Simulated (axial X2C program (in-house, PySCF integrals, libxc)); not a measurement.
# Curves of GaBr⁻ by EOM-EA-CCSD

Computed with an axial X2C code built on PySCF integrals: two-component X2C with atomic mean-field Coulomb and Gaunt terms, Gaussian nuclei, basis Br dyall-acv3z, Ga dyall-acv3z with contracted cores.

Energies in eV from the lowest point of the lowest state; states are followed by energy order within each Ω. Reference: GaBr, 10 electrons correlated in 92 virtual spinors with an MP2 remainder; levels at this size can be off by some tenths of an eV. Masses 78.918 and 68.926 u.

```
R (Å)  (1)Ω=1/2  (1)Ω=3/2
2.184    0.5857    0.6200
2.279    0.2952    0.3322
2.374    0.1233    0.1623
2.481    0.0274    0.0660
2.588    0.0000    0.0399
2.730    0.0299    0.0707
```

T1 of the reference reaches 0.014 (Lee–Taylor). Curves followed by order can swap character. Number of frozen shells: Br 3 s, 2 p, 1 d; Ga 3 s, 2 p, 1 d. Roots with under 60 % one-particle weight at any point are counted in the labels but not shown, and the list ends where the roots sought for some Ω run out; states that need a further excitation are missing and may lie low or lowest. Curves with a minimum but no constants failed the fit check.
